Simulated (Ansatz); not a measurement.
## Molecular dynamics of BFH₅NS

Input:

```yaml
crystal:
  periodic: [false, false, false]
  atoms:
    - { symbol: B, position_ang: [-0.03495, 0.092779, 0.278791] }
    - { symbol: "N", position_ang: [-0.034955, 0.106061, 1.816655] }
    - { symbol: H, position_ang: [-0.816393, -0.365245, 2.280202] }
    - { symbol: H, position_ang: [0.85601, -0.159366, 2.249515] }
    - { symbol: F, position_ang: [1.166982, -0.172555, -0.282749] }
    - { symbol: H, position_ang: [-1.058185, -0.226375, -0.273944] }
    - { symbol: S, position_ang: [-0.226631, 2.45174, 0.330262] }
    - { symbol: H, position_ang: [-1.586441, 2.434846, 0.341377] }
    - { symbol: H, position_ang: [-0.152035, 1.512315, 1.605693] }
basis:
  gaussian: { orbitals: "6-31G*" }
hamiltonian:
  xc: pbe
  dispersion: d4
md:
  timestep: 0.5
  n_steps: 200
  ensemble: nve
  temperature: 300.0
  initial_velocities: maxwell_boltzmann
  seed: 9968
```

Command:

```bash
$ ansatz run input.yaml --threads 1 --pin off --max-ram 2048MiB --backend cpu --events-out ev --progress --plain --runs-dir out
```

It starts at the highest image of a converged band, a first-order saddle point between two minima.

Output, in part (step lines, the closing report, with atoms numbered from 0):

```
md step     0: t =     0.00 fs  T =   300.0 K  F+E_penalty+E_count = -15790.61443463 eV  E_kin = 0.271446 eV  conserved = -15790.34298863 eV  (28 SCF iters)
[... lines left out ...]
Total energy: -15791.14408974 eV, -580.3138416761 hartree
Atom 0 at     0.128234    -0.953937     0.507235 Å, force    -1.693033    -0.530924     0.969677 eV/Å
Atom 1 at     0.142024    -1.075967     1.942519 Å, force     0.940451     0.229494    -1.449903 eV/Å
Atom 2 at    -0.493189    -1.698928     2.421491 Å, force    -0.118246    -0.084857     0.238320 eV/Å
Atom 3 at     1.070708    -0.950530     2.373398 Å, force    -0.576880    -0.102447     0.181234 eV/Å
Atom 4 at     1.154062    -0.411560    -0.120889 Å, force     0.951111     0.458280    -0.409832 eV/Å
Atom 5 at    -0.860279    -1.272158    -0.170527 Å, force     0.482478     0.069799     0.465278 eV/Å
Atom 6 at    -0.369105     3.433938     0.122694 Å, force     0.051740    -0.275755    -0.014553 eV/Å
Atom 7 at    -1.541330     3.233605     0.812217 Å, force     0.308097     0.441888    -0.179825 eV/Å
Atom 8 at    -0.367261     4.799965     0.118550 Å, force    -0.345718    -0.205478     0.199604 eV/Å
Dipole moment:    -0.175387    -0.012762     0.501162 e Å
```

The steps, from the saved trajectory:

```
time (fs)  T (K)  potential energy less start (eV)  conserved less start (meV/atom)
        0    300                             0.000                             0.00
        3    217                             0.076                             0.06
        6    172                             0.117                             0.08
        9    285                             0.014                             0.02
       12    335                            -0.031                             0.04
       15    413                            -0.103                            -0.02
       18    407                            -0.096                             0.04
       21    471                            -0.154                             0.06
       24    611                            -0.282                            -0.05
       27    632                            -0.300                             0.04
       30    711                            -0.372                             0.00
       33    683                            -0.346                             0.07
       36    823                            -0.473                            -0.03
       39    832                            -0.480                             0.09
       42    926                            -0.567                            -0.05
       45    793                            -0.445                             0.08
       48    856                            -0.503                            -0.01
       51    827                            -0.476                             0.08
       54    913                            -0.556                            -0.05
       57    827                            -0.476                             0.07
       60    861                            -0.508                             0.02
       63    873                            -0.518                             0.01
       66    898                            -0.542                            -0.01
       69    894                            -0.537                             0.03
       72    888                            -0.531                             0.06
       75    954                            -0.593                            -0.05
       78    898                            -0.540                             0.07
       81    972                            -0.608                            -0.02
       84    865                            -0.511                             0.06
       87    876                            -0.521                            -0.03
       90    784                            -0.437                             0.13
       93    937                            -0.577                            -0.07
       96    839                            -0.487                             0.06
       99    864                            -0.510                             0.01
```

All steps were run. The conserved energy stayed within 0.13 meV per atom of its start (net change -0.038 meV per atom), so the integration is sound. The kinetic energy rose, since the run started high on the potential surface and went downhill. It ends in pieces (BFH3N + H2S), so much of that is their flight and rotation, not heat. A run of 0.1 ps of so small a system gives no equilibrium averages. The orbitals stay closed-shell, which can raise the energy where a bond breaks towards radicals; this wasn't checked here.

Between its relaxed ends the band would form B1–S7, N2–H9 and break S7–H9. These pairs go: B1–S7 2.37 → 4.43 Å, N2–H9 1.43 → 6.17 Å, S7–H9 1.59 → 1.37 Å. In the last frame they stand as before the step (other bonds may differ from the relaxed reactants and products). It ends as BFH3N + H2S. Pairs count as bonded within 1.25 times the sum of covalent radii (0.12 Å more for H–H).

Last frame:

```xyz
9
Properties=species:S:1:pos:R:3
B 0.128 -0.954 0.507
N 0.142 -1.076 1.942
H -0.493 -1.699 2.421
H 1.071 -0.951 2.373
F 1.154 -0.412 -0.121
H -0.860 -1.272 -0.171
S -0.369 3.434 0.123
H -1.541 3.234 0.812
H -0.367 4.800 0.119
```

The run took 5.8 min on 1 thread of Arm Neoverse V2 (shared host), peak memory 0.13 GiB.
